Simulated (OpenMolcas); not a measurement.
# Nb3+: moving the ligands

Nb3+ with its 6 nearest fluoride ions at 2.082 Å, on the Y site of Cs2NaYF6 (a = 9.075 Å, distance in the model lattice 2.178 Å). The rest of the host is ab initio model potentials to 7.6 Å, with orthogonalisation functions on the cations behind the ligands, and point charges beyond; the distance is set by hand and nothing relaxes. Ligand basis ANO-RCC-VDZP.

```yaml
Program: OpenMolcas 26.06
Method: CASSCF
Basis: ANO-RCC-VTZP [7s6p4d2f1g]
Scalar_Hamiltonian: DKH2, point nucleus
Active_space: 2 electrons in 5 orbitals (4d)
State_averaging: 2S+1 = 3 even, 10 roots; 2S+1 = 1 even, 15 roots
Spin-orbit_coupling: RASSI with atomic mean-field integrals over the reference wave functions
```

Runs around this geometry, states (labels of O, the rotations of Oh). Energies in cm-1 above the lowest state or level, χT in cm3 K/mol; under a threefold ground state the first gap can be a small split of the lowest multiplet, not the spin-orbit step; 10Dq and B are least-squares fits to the states below 45000 cm-1, weighted by degeneracy, with a free offset, and given where the rms deviation is under 5 % of |10Dq| (or 100 cm-1) and under 700 cm-1.

```csv
R (Å),Ground state,First state of that spin,10Dq,B (rms of fit),First gap with spin-orbit (degeneracies),χT at 300 K,First state of another spin
2.03,3T1,3T2 27486,29052,686 (100),"19.1 (2, 3)",0.471,1E 9811
2.082,3T1,3T2 24275,25809,690 (88),"22.1 (2, 3)",0.461,1E 9909
2.178,3T1,3T2 19368,20831,694 (76),"28.8 (2, 3)",0.441,1E 10086
```

Taking |10Dq| as R^-n, n = -ln(20831 / 29052) / ln(2.178 / 2.03) = 4.7 between the shortest and longest distance. The point-charge formula for a cubic d site gives n = 5.

An orbital triplet at a regular site is open to Jahn-Teller coupling, which can distort the site and quench the lowest spin-orbit gaps and is left out. Without dynamic correlation the repulsion within the d shell is too large (B by tens of per cent), so at a given field states of lower spin stand too high. With metal d orbitals alone the field can be off either way by tens of per cent. Ligand-to-metal charge-transfer states are missing. With no ligand orbital active B as a rule stays too high, so bands that hang on it stand too high and its fall with covalency is understated. The least metal-like active orbital is 83 % on the metal (Löwdin) and no ligand orbital is active, so the numbers are rough (holds for R = 2.03). The least metal-like active orbital is 84 % on the metal (Löwdin) and no ligand orbital is active, so the numbers are rough (holds for R = 2.082). No measured value stands beside these numbers; the geometry was set by hand and not optimised.
